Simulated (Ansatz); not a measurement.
`B[C](=C)[AlH][F]` and `BC(=C)[SiH2]C` differ in one atom or group.

Ansatz, PBE0-D4/def2-TZVP geometries, multiplicity 1. Each molecule was computed in one conformer, which needn't be the lowest.

```
                                          property  `B[C](=C)[AlH][F]`
                 LUMO energy (PBE/def2-TZVPP) / eV               -3.43
size of the dipole moment (ωB97M-V/def2-TZVPP) / D                2.43
    zero-point energy (PBE0-D4/def2-TZVP) / kJ/mol               162.3
                 HOMO energy (PBE/def2-TZVPP) / eV               -6.69
             LUMO energy (ωB97M-V/def2-TZVPP) / eV               -0.39
               LUMO energy (B3LYP/def2-TZVPP) / eV               -2.62
```

**Question.** What does the change do to each property? (An estimate is asked.)

**Answer.** The calculation gave: 
| property | `BC(=C)[SiH2]C` | shift |
| --- | --- | --- |
| LUMO energy (PBE/def2-TZVPP) / eV | -3.19 | 0.24 |
| size of the dipole moment (ωB97M-V/def2-TZVPP) / D | 1.03 | -1.40 |
| zero-point energy (PBE0-D4/def2-TZVP) / kJ/mol | 280.8 | 118.5 |
| HOMO energy (PBE/def2-TZVPP) / eV | -6.97 | -0.28 |
| LUMO energy (ωB97M-V/def2-TZVPP) / eV | -0.17 | 0.22 |
| LUMO energy (B3LYP/def2-TZVPP) / eV | -2.39 | 0.23 |

With PBE0 the HOMO falls by 0.28 eV and the LUMO rises by 0.23 eV, so the gap widens by about 0.51 eV. PBE moves the HOMO by -0.28 eV and ωB97M-V by -0.31 eV. The zero-point energy changes by 118.5 kJ/mol with +12 modes. Dipoles are sizes alone; their direction can turn.

B3LYP here is the variant with VWN-RPA as its local correlation; programs differ in this.
